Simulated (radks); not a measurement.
Results of a calculation; reference values are marked as such.
Question: Pb4+, configuration [Xe] 4f14 5d10. Code: a radial shooting solver on a logarithmic mesh with Libxc functionals. Model: non-relativistic Kohn-Sham, LB94 model potential, spin-polarised, spherical densities, point nucleus; relativity is left out, which matters for an element this heavy. Some entries of the table are withheld. Estimate them.

orbital,occ.,eigenvalue (eV),<r> (bohr)
1s,2,-79249.78,0.01844
2s,2,-13407.30,(1)
2p,6,-12920.20,0.06545
3s,2,(2),0.1949
3p,6,-3006.901,0.1854
3d,10,-2568.815,0.1616
4s,2,-756.5378,(3)
4p,6,-653.7422,0.4298
4d,10,-463.6729,0.4336
4f,14,-206.1121,0.4418
5s,2,-162.6190,0.9452
5p,6,-127.9978,1.015
5d,10,-72.0450,(4)
6s,0,(5),2.165
6p,0,-42.6772,(6)

Answer: 
(1) 2s <r> (bohr): 0.07753
(2) 3s eigenvalue (eV): -3240.757
(3) 4s <r> (bohr): 0.4272
(4) 5d <r> (bohr): 1.249
(5) 6s eigenvalue (eV): -51.7018
(6) 6p <r> (bohr): 2.411
